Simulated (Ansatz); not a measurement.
All numbers were calculated with Ansatz.

Cl₃Sc (`[Cl][Sc]([Cl])[Cl]`). The species carries charge 0 and has multiplicity 1. The geometry is a stationary point of PBE0-D4/def2-TZVP.

```xyz
4

Cl    0.650   -1.642    1.425
Sc    0.000   -0.001   -0.001
Cl    1.463    0.820   -1.528
Cl   -2.112    0.822    0.104
```

Problem. What is the dipole moment at r2SCAN/def2-TZVPP? (Best estimate.)

Solution. The calculation gave: 0.01 D, zero by symmetry or nearly so.

Problem. Give the Mulliken charges with r2SCAN, ωB97M-V, PBE in def2-TZVPP. (An estimate is asked.)

Solution. The calculation gave: 
| atom | r2SCAN | ωB97M-V | PBE |
| --- | --- | --- | --- |
| Cl1 | -0.25 | -0.20 | -0.22 |
| Sc2 | 0.74 | 0.61 | 0.67 |
| Cl3 | -0.25 | -0.20 | -0.22 |
| Cl4 | -0.25 | -0.20 | -0.22 |
